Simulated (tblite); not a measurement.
C5H12Si, charge -1, doublet, at a GFN2-xTB geometry (a state made from the parent by changing its charge; the spin is typed, not shown lowest); GFN1-xTB in tblite.

tblite was given this input:
```
$ tblite run mol.xyz --method gfn1 --charge -1 --spin 1 --etemp 2000 --json tblite.json --no-restart

# file mol.xyz
18

C      2.16003671    -0.84148380     1.28348992
C      1.48553002     0.21229236     0.65084664
Si    -0.14889855     0.14298310    -0.14429729
C     -0.69079915     1.88714466    -0.74397338
C     -1.54961750    -0.52819582     1.03218291
C     -0.57164655    -0.99674437    -1.69937455
H      3.15184816    -0.71769966     1.69563799
H      1.65710004    -1.76847569     1.51246684
H      2.09272032     1.09805367     0.46627116
H     -1.69005540     2.14042272    -0.39585800
H     -0.69828317     1.95522380    -1.82938107
H     -0.01535944     2.65221175    -0.37399035
H     -1.69346264     0.11056415     1.90207867
H     -2.51593616    -0.63584450     0.53865174
H     -1.26598848    -1.51058701     1.40297596
H      0.03198809    -0.73622798    -2.56926471
H     -0.35240392    -2.03731939    -1.46279137
H     -1.61860908    -0.95016349    -2.00566385
```

It wrote (shortened):

```
xTB calculator
 | screened Coulomb repulsion
 | Coulomb electrostatics
 |  * isotropic Klopman-Ohno-Mataga-Nishimoto electrostatics
 |  * onsite third-order electrostatics
 | DFT-D3(BJ) dispersion correction

halogen bonding energy    0.0000000000000E+00 Eh
repulsion energy          2.7718461418393E-01 Eh
dispersion energy        -7.2182066421290E-03 Eh
number of electrons       3.7000000000000E+01 e
integral cutoff           2.8146159136829E+01 bohr

------------------------------------------------------------
  cycle        total energy    energy error   density error
------------------------------------------------------------
      1     -19.00094675126  -1.9270913E+01   6.0844679E-01
      2     -19.02076549533  -1.9818744E-02   3.5731845E-01
      3     -19.02049025687   2.7523846E-04   2.5391233E-02
      4     -19.02119131241  -7.0105554E-04   3.4113108E-03
      5     -19.02120742972  -1.6117311E-05   1.2137437E-03
      6     -19.02120853667  -1.1069471E-06   2.3363973E-04
      7     -19.02120857913  -4.2458844E-08   7.0918104E-05
      8     -19.02120858099  -1.8571917E-09   8.5058265E-06
------------------------------------------------------------

electronic energy        -1.9291174988527E+01 Eh
total energy             -1.9021208580985E+01 Eh

Post processing:
 | Mayer-Wiberg bond orders

[Info] JSON dump of results written to 'tblite.json'
```
